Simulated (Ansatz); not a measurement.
Total energies of the cluster Mg₄Te₄ from Ansatz at PBE0-D4/def2-TZVP, gas phase (1 Eh = 27.2114 eV = 2625.5 kJ/mol). The reference geometry is relaxed at PBE-D4/def2-SVP.

Cartesian coordinates in Å:
```
Mg 1.5217 -0.2562 -1.1694
Mg -1.4984 0.6698 -1.0266
Mg 0.4577 1.2761 1.3827
Mg -0.4811 -1.6896 0.8134
Te -0.6520 -1.8235 -1.9772
Te -2.1737 0.3675 1.6727
Te 0.6857 2.4149 -1.1641
Te 2.1402 -0.9589 1.4685
```

```
                 state                    geometry  energy (Eh)
      charge 0 singlet                   reference  -1872.53751
      charge 1 doublet                   reference  -1872.25323
     charge -1 doublet                   reference  -1872.59215
      charge 0 triplet  relaxed at PBE-D4/def2-SVP  -1872.45632
      charge 0 quintet  relaxed at PBE-D4/def2-SVP  -1872.37448
free Mg atom (singlet)                           –   -199.96078
free Te atom (triplet)                           –   -267.99464
```

In the def2 sets Te takes a core potential; there is no spin–orbit coupling.

Question: Work out the vertical ionisation energy to the doublet.

Answer: E(charge 1 doublet) − E(charge 0 singlet) = -1872.25323 − (-1872.53751) = 0.28428 Eh = 7.74 eV. For comparison, −ε of the highest occupied level is 6.39 eV at this level, 1.35 eV less.

Question: Work out the vertical electron affinity, to the doublet.

Answer: E(charge 0 singlet) − E(charge -1 doublet) = -1872.53751 − (-1872.59215) = 0.05464 Eh = 1.49 eV. The basis lacks diffuse functions, which makes affinities too small.

Question: Give the fundamental gap IE − EA, the Mulliken electronegativity (IE + EA)/2 and the hardness (IE − EA)/2.

Answer: From the values in Eh: IE − EA = 0.28428 − 0.05464 = 0.22964 Eh = 6.25 eV; (IE + EA)/2 = 4.61 eV; (IE − EA)/2 = 3.12 eV. The HOMO–LUMO gap of the same run is 3.90 eV, 2.35 eV smaller than the fundamental gap.

Question: Which of the charge 0 states is lowest, and how far above it are the others?

Answer: The singlet. triplet: -1872.45632 − (-1872.53751) = 0.08119 Eh = 213.2 kJ/mol; quintet: -1872.37448 − (-1872.53751) = 0.16303 Eh = 428.0 kJ/mol. The triplet differs in its bonds from the reference. The quintet differs in its bonds from the reference.

Question: What is the binding energy per atom against free atoms?

Answer: Atoms: 4 × (-199.96078) + 4 × (-267.99464) = -1871.82168 Eh. Binding: -1871.82168 − (-1872.53751) = 0.71583 Eh = 19.48 eV, or 2.43 eV for each of 8 atoms (no zero-point energy, no counterpoise term).

 

The structure comes from a short search, and lower isomers may exist.
